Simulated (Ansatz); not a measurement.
TTF (C6H4S4), relaxed as a singlet with RKS PBE0-D4/def2-SVP in Ansatz, starting from the GFN2-xTB geometry. Force threshold 0.02 eV/Å.

Start:

```xyz
14

C    -3.149    0.660    0.339
C    -3.174   -0.335   -0.542
S    -1.652   -1.024   -1.045
C    -0.670    0.037   -0.027
C     0.671   -0.036    0.020
S     1.603   -1.190   -0.941
C     3.151   -0.658   -0.341
C     3.171    0.332    0.548
S     1.649    1.019    1.048
S    -1.599    1.200    0.928
H    -4.011    1.168    0.729
H    -4.058   -0.759   -0.981
H     4.014   -1.163   -0.732
H     4.054    0.749    0.995
```

```tsv
step	energy (eV)	largest force component (eV/Å)	SCF passes
1	-49586.9140	0.575	17
2	-49586.9429	0.143	22
3	-49586.9453	0.026	22
4	-49586.9456	0.016	15
```

Force components are those of the run's own axes.

End:

Cartesian coordinates in Å:
```
C -3.1574 0.6609 0.3453
C -3.1800 -0.3376 -0.5474
S -1.6546 -1.0215 -1.0475
C -0.6741 0.0376 -0.0252
C 0.6746 -0.0320 0.0186
S 1.6053 -1.1895 -0.9415
C 3.1573 -0.6634 -0.3425
C 3.1797 0.3352 0.5502
S 1.6550 1.0276 1.0405
S -1.6046 1.1955 0.9347
H -4.0442 1.1659 0.7310
H -4.0875 -0.7548 -0.9862
H 4.0437 -1.1724 -0.7236
H 4.0868 0.7483 0.9936
```

By distances, no bond broke or formed. The bond that changes most is C8–H14, from 1.07 to 1.09 Å (atoms count from 1).

No frequencies were taken in this run, so the end may be a saddle point.

It took 15 s on 4 threads of Arm Neoverse V2 on a shared host, peak host memory 0.6 GiB.
